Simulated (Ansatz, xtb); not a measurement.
**Two isomers of C5H3NO2**

We compare a, `N#CC1=COC(=O)C1`, a singlet, with b, `N#CC1=CCOC1=O`, a singlet. Both are isolated molecules in the gas phase, relaxed with r2SCAN-D4/def2-SVP.

Quicker runs give these differences E(b) − E(a): GFN2-xTB +4.85 kcal/mol; HF/STO-3G +4.37 kcal/mol (at GFN2-xTB geometries); r2SCAN-D4/def2-SVP//GFN2-xTB +0.81 kcal/mol.

**Question.** Estimate E(b) − E(a) at the level CCSD(T)/def2-SVP + ΔMP2/def2-TZVPP.

**Answer.** Too close to call at this level: CCSD(T)/def2-SVP + ΔMP2/def2-TZVPP gives E(b) − E(a) = −0.02 kcal/mol.

How the difference moves with the method:

| level | geometry | E(b) − E(a) (kcal/mol) | departure from the last row (kcal/mol) | job, with rough time for the two |
| --- | --- | --- | --- | --- |
| GFN2-xTB | GFN2-xTB | +4.85 | +4.87 | optimisation, 0.27 s |
| HF/STO-3G | GFN2-xTB | +4.37 | +4.40 | single point, 0.75 s |
| r2SCAN-D4/def2-SVP//GFN2-xTB | GFN2-xTB | +0.81 | +0.84 | single point, 4.9 s |
| r2SCAN-D4/def2-SVP | r2SCAN-D4/def2-SVP | +1.18 | +1.20 | optimisation, 46 s |
| HF/def2-SVP | r2SCAN-D4/def2-SVP | −1.12 | −1.10 | part of the CCSD(T) run |
| MP2/def2-SVP | r2SCAN-D4/def2-SVP | +1.01 | +1.03 | part of the CCSD(T) run |
| CCSD(T)/def2-SVP | r2SCAN-D4/def2-SVP | +0.63 | +0.65 | single point |
| CCSD(T)/def2-SVP + ΔMP2/def2-TZVPP | r2SCAN-D4/def2-SVP | −0.02 |  | single point, 1.7 min |

As drawn, both hold the same kinds of bond in the same numbers.

The largest departure from CCSD(T)/def2-SVP + ΔMP2/def2-TZVPP is that of GFN2-xTB, 4.87 kcal/mol. The last row adds to CCSD(T) the change of the MP2 difference between the two basis sets, here −0.65 kcal/mol.

With thermal terms from frequencies at re-optimised GFN2-xTB minima (ideal gas, soft modes damped towards free rotors, one conformer each, 298.15 K, 1 atm): the zero-point term adds +0.04 kcal/mol; ΔH is +0.02 and ΔG 0.00 kcal/mol.

The correlated steps freeze 8 core orbitals. Codes used: Ansatz 0.2.0, xtb 6.7.1; the last row on 2 threads of Intel(R) Xeon(R) Processor @ 2.70GHz on a shared host.
